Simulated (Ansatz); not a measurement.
Consider the substitution at a C–N bond: `CNC(N)O` + `N[SiH3]` → `NC(O)N[SiH3]` + CH₃NH₂.

Isolated molecules relaxed with PBE0-D4/def2-TZVP in Ansatz; ΔE leaves out vibrations. CBS: MP2 limit from def2 TZ/QZ plus the TZ coupled-cluster correction, frozen cores. This one scheme is used for every species. Functionals use def2-TZVPP. One conformer a species, not always the lowest.

Task: Is it downhill or uphill in electronic energy at CCSD(T)/CBS, and by how much? (Estimate.)

Result: Ansatz gave: Uphill: ΔE = +3.4 kcal/mol.

Task: What do these levels give: PBE-D4, PBE0-D4, ωB97X-V, PBE, r2SCAN, PBE0, CCSD/def2-TZVPP, CCSD(T)/def2-TZVPP, HF/def2-QZVPP, MP2/def2-QZVPP, HF/CBS(def2), CCSD/CBS(def2)? (Estimate.)

Result: The calculation gave: PBE-D4 2.7, PBE0-D4 3.0, ωB97X-V 3.3, PBE 2.9, r2SCAN 3.5, PBE0 3.2, CCSD/def2-TZVPP 3.3, CCSD(T)/def2-TZVPP 3.3, HF/def2-QZVPP 3.5, MP2/def2-QZVPP 3.6, HF/CBS(def2) 3.5, CCSD/CBS(def2) 3.4 kcal/mol.

Largest T1 diagnostic among the species: 0.011.
